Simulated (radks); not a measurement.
Neutral niobium inside a hard spherical wall (all orbitals vanish at R), configuration held at [Kr] 4d4 5s1 and not refilled when levels cross. Calculated with a radial shooting solver on a logarithmic mesh with Libxc functionals: scalar-relativistic Kohn-Sham, r2SCAN, spin-polarised, spherical densities, finite nucleus; open shells are filled with parallel spins first (spin-orbit coupling, left out, can overturn this in heavy ions); meta-GGA in the generalised Kohn-Sham scheme; Fermi nuclear charge, rms radius 4.324 fm. Eigenvalues in eV for spin up, with the zero of energy where the potential of the charges vanishes at infinity; a dash marks a level that is unbound or too diffuse for the functional's potential to be trusted. A positive occupied level is held by the wall or, in an anion where self-interaction has pushed it up, behind a barrier. The pressure on the wall is -dE/dV.

[
 {"R (bohr)": "free", "E (hartree)": "-3820.26901", "kinetic (hartree)": "3933.543", "e(4s)": "-60.531", "e(4p)": "-36.172", "e(5s)": "-4.740", "e(4d)": "-3.851", "e(5p, empty)": "-1.225", "e(6s, empty)": "-", "pressure (GPa)": "0"},
 {"R (bohr)": "15", "E (hartree)": "-3820.26901", "kinetic (hartree)": "3933.543", "e(4s)": "-60.531", "e(4p)": "-36.171", "e(5s)": "-4.740", "e(4d)": "-3.851", "e(5p, empty)": "-1.220", "e(6s, empty)": "0.705", "pressure (GPa)": "< 0.0001"},
 {"R (bohr)": "10", "E (hartree)": "-3820.26844", "kinetic (hartree)": "3933.548", "e(4s)": "-60.483", "e(4p)": "-36.124", "e(5s)": "-4.704", "e(4d)": "-3.810", "e(5p, empty)": "-1.066", "e(6s, empty)": "2.793", "pressure (GPa)": "0.0153"},
 {"R (bohr)": "8", "E (hartree)": "-3820.26359", "kinetic (hartree)": "3933.585", "e(4s)": "-60.239", "e(4p)": "-35.884", "e(5s)": "-4.494", "e(4d)": "-3.602", "e(5p, empty)": "-0.563", "e(6s, empty)": "6.026", "pressure (GPa)": "0.223"},
 {"R (bohr)": "6", "E (hartree)": "-3820.21880", "kinetic (hartree)": "3933.828", "e(4s)": "-58.995", "e(4p)": "-34.680", "e(5s)": "-3.174", "e(4d)": "-2.543", "e(5p, empty)": "1.749", "e(6s, empty)": "15.765", "pressure (GPa)": "3.70"},
 {"R (bohr)": "4", "E (hartree)": "-3819.74005", "kinetic (hartree)": "3935.713", "e(4s)": "-53.311", "e(4p)": "-29.312", "e(5s)": "6.475", "e(4d)": "2.977", "e(5p, empty)": "15.283", "e(6s, empty)": "56.936", "pressure (GPa)": "99.5"},
 {"R (bohr)": "3", "E (hartree)": "-3818.09427", "kinetic (hartree)": "3941.735", "e(4s)": "-44.102", "e(4p)": "-20.310", "e(5s)": "31.969", "e(4d)": "14.286", "e(5p, empty)": "46.543", "e(6s, empty)": "133.58", "pressure (GPa)": "898"},
 {"R (bohr)": "2.5", "E (hartree)": "-3815.13370", "kinetic (hartree)": "3952.281", "e(4s)": "-33.274", "e(4p)": "-8.829", "e(5s)": "68.885", "e(4d)": "29.236", "e(5p, empty)": "88.374", "e(6s, empty)": "225.08", "pressure (GPa)": "3570"},
 {"R (bohr)": "1.5", "E (hartree)": "-3773.16976", "kinetic (hartree)": "4075.292", "e(4s)": "68.681", "e(4p)": "104.57", "e(5s)": "407.80", "e(4d)": "163.66", "e(5p, empty)": "439.95", "e(6s, empty)": "910.68", "pressure (GPa)": "131000"}
]
